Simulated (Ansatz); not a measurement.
Isolated molecules relaxed with PBE0-D4/def2-TZVP in Ansatz; ΔE leaves out vibrations. CCSD(T)/CBS adds triple-zeta CCSD(T) − MP2 to the extrapolated MP2 energy (def2 sets, frozen cores). Elements past krypton have def2 core potentials. For In, Zr outer-core shells are correlated without core-valence functions, which leaves a few kJ/mol of doubt a bond. One conformer a species, not always the lowest.

`C[NH][InH][OH]` + `[F][Zr]([Cl])([Cl])[Cl]` → `[OH][InH][F]` + `C[NH][Zr]([Cl])([Cl])[Cl]`  (redistribution)

`C[NH][InH][OH]`:

Cartesian coordinates in Å:
```
C 1.259 0.665 0.245
N 0.003 0.814 -0.449
In -1.534 -0.474 -0.487
O -1.178 -2.099 0.604
H 1.439 1.472 0.967
H 1.272 -0.270 0.811
H 2.119 0.633 -0.437
H -0.057 1.671 -0.975
H -3.009 -0.314 -1.301
H -0.314 -2.098 1.021
```

`[F][Zr]([Cl])([Cl])[Cl]`:

```xyz
5

F    -0.370   -1.192   -1.510
Zr   -0.015   -0.050   -0.063
Cl    2.268    0.366    0.037
Cl   -1.165    1.945   -0.367
Cl   -0.717   -1.070    1.903
```

`[OH][InH][F]`:

Cartesian coordinates in Å:
```
O 0.830 -0.196 1.170
In -0.303 0.131 -0.404
F -0.771 2.017 -0.360
H 1.124 -1.106 1.251
H -0.880 -0.846 -1.657
```

`C[NH][Zr]([Cl])([Cl])[Cl]`:

Cartesian coordinates in Å:
```
C -1.289 -0.321 0.765
N -0.323 -0.617 -0.277
Zr 1.296 0.466 -0.643
Cl 0.560 2.646 -1.107
Cl 2.407 -0.550 -2.432
Cl 2.546 0.507 1.343
H -2.285 -0.133 0.351
H -0.992 0.580 1.311
H -1.357 -1.133 1.495
H -0.562 -1.445 -0.808
```

| species | CCSD/CBS(def2) energy (Eh) |
| --- | --- |
| `C[NH][InH][OH]` | -361.32383 |
| `[F][Zr]([Cl])([Cl])[Cl]` | -1526.37851 |
| `[OH][InH][F]` | -365.99418 |
| `C[NH][Zr]([Cl])([Cl])[Cl]` | -1521.69385 |

Question: Work out ΔE.

Answer: ΔE = (-365.99418) + (-1521.69385) − (-361.32383) − (-1526.37851) = 0.01431 Eh = +9.0 kcal/mol. CCSD(T)/CBS gives +8.8 kcal/mol.

Largest T1 diagnostic among the species: 0.017.

The D4 term adds −1.1 kcal/mol with B3LYP and −0.7 kcal/mol with PBE0; it sums over pairs of atoms, weighted by their polarisabilities, and B3LYP, whose exchange is more repulsive, gets the larger term.

B3LYP here is the variant with VWN-RPA as its local correlation; programs differ in this.
